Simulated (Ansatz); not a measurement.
A nudged elastic band was laid between two geometries of B2H5NO (9 atoms, charge 0, multiplicity 1).

Method: Ansatz 0.2.0, RKS PBE0-D4/def2-SVP.

```yaml
movable_images: 3
climbing_image: no
spring: 5.0 eV/Å²
optimiser: quadratic models (default)
start_path: IDPP
force_threshold: 0.05 eV/Å
iteration_limit: 60
end_points: relaxed
```

First end point:

```xyz
9
Properties=species:S:1:pos:R:3
B -0.474 1.535 -0.963
O 0.289 0.656 -0.282
B -0.120 -0.564 0.243
N 0.807 -1.312 0.960
H 0.053 2.551 -1.359
H -1.650 1.304 -1.163
H -1.250 -0.965 0.080
H 1.758 -0.998 1.111
H 0.586 -2.207 1.373
```

Last end point:

```xyz
9
Properties=species:S:1:pos:R:3
B -0.474 1.532 -0.968
O 0.294 0.640 -0.309
B -0.111 -0.580 0.216
N 0.799 -1.297 0.986
H 0.059 2.539 -1.378
H -1.659 1.322 -1.134
H -1.224 -1.010 0.009
H 0.581 -2.190 1.404
H 1.734 -0.956 1.174
```

**Question.** Which bonds break or form, and what moves?

**Answer.** No bond is made or broken. The dihedral O2–B3–N4–H8 goes from 0 to 180°. The two ends are copies of one structure, up to a mirror image or an exchange of like atoms.

**Question.** Give the energies along the band, and the barrier.

**Answer.** The run converged. The highest image is number 2 of 0 to 4, 24.8 kcal/mol above the ends, which have the same energy within 2 meV. No image climbed, so the highest image needn't sit at the top of the path. So few images can step over the top or miss a turn of the path.

```tsv
image	path coordinate (Å)	energy (kcal/mol)	dihedral O2–B3–N4–H8 (°)
0	0.00	0.0	0
1	0.91	10.6	-19
2	1.82	24.8	-57
3	2.73	10.3	-124
4	3.64	0.0	180
```

**Question.** What is the geometry of the highest image?

**Answer.** 
```xyz
9
Properties=species:S:1:pos:R:3
B -0.594 1.558 -0.700
O 0.172 0.646 -0.041
B -0.092 -0.705 0.076
N 0.793 -1.566 0.841
H -0.195 2.699 -0.735
H -1.633 1.220 -1.223
H -1.080 -1.131 -0.484
H 1.744 -1.509 0.469
H 0.884 -1.212 1.796
```

The run took 120 s on 1 thread of Intel(R) Xeon(R) Platinum 8259CL CPU @ 2.50GHz (Skylake/Cascade Lake), with other jobs on the host, peak memory 0.17 GiB.
